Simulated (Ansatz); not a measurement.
One change: `Cl[SiH2][O][SnH3]` becomes `Cl[SiH2][O][GeH3]`.

Ansatz, PBE0-D4/def2-TZVP geometries, multiplicity 1. Each molecule was computed in one conformer, which needn't be the lowest.

Elements past krypton have def2 core potentials. Scalar relativity is left out up to krypton.

| property | `Cl[SiH2][O][SnH3]` |
| --- | --- |
| HOMO–LUMO gap (B3LYP/def2-TZVPP) / eV | 7.12 |
| size of the dipole moment (B3LYP/def2-TZVPP) / D | 2.10 |
| LUMO energy (PBE0/def2-TZVPP) / eV | -0.79 |
| HOMO energy (PBE0/def2-TZVPP) / eV | -8.35 |
| LUMO energy (PBE/def2-TZVPP) / eV | -1.60 |
| LUMO energy (B3LYP/def2-TZVPP) / eV | -1.02 |

Question: What does the change do to each property? (Best estimate.)

Answer: Computed: 
```json
{"property": "HOMO–LUMO gap (B3LYP/def2-TZVPP) / eV", "`Cl[SiH2][O][GeH3]`": "7.94", "shift": "0.82"}
{"property": "size of the dipole moment (B3LYP/def2-TZVPP) / D", "`Cl[SiH2][O][GeH3]`": "1.68", "shift": "-0.42"}
{"property": "LUMO energy (PBE0/def2-TZVPP) / eV", "`Cl[SiH2][O][GeH3]`": "-0.20", "shift": "0.59"}
{"property": "HOMO energy (PBE0/def2-TZVPP) / eV", "`Cl[SiH2][O][GeH3]`": "-8.58", "shift": "-0.23"}
{"property": "LUMO energy (PBE/def2-TZVPP) / eV", "`Cl[SiH2][O][GeH3]`": "-1.09", "shift": "0.51"}
{"property": "LUMO energy (B3LYP/def2-TZVPP) / eV", "`Cl[SiH2][O][GeH3]`": "-0.43", "shift": "0.59"}
```

With PBE0 the HOMO falls by 0.23 eV and the LUMO rises by 0.59 eV, so the gap widens by about 0.82 eV. PBE moves the HOMO by -0.23 eV and ωB97M-V by -0.23 eV. Dipoles are sizes alone; their direction can turn.

B3LYP here is the variant with VWN-RPA as its local correlation; programs differ in this.
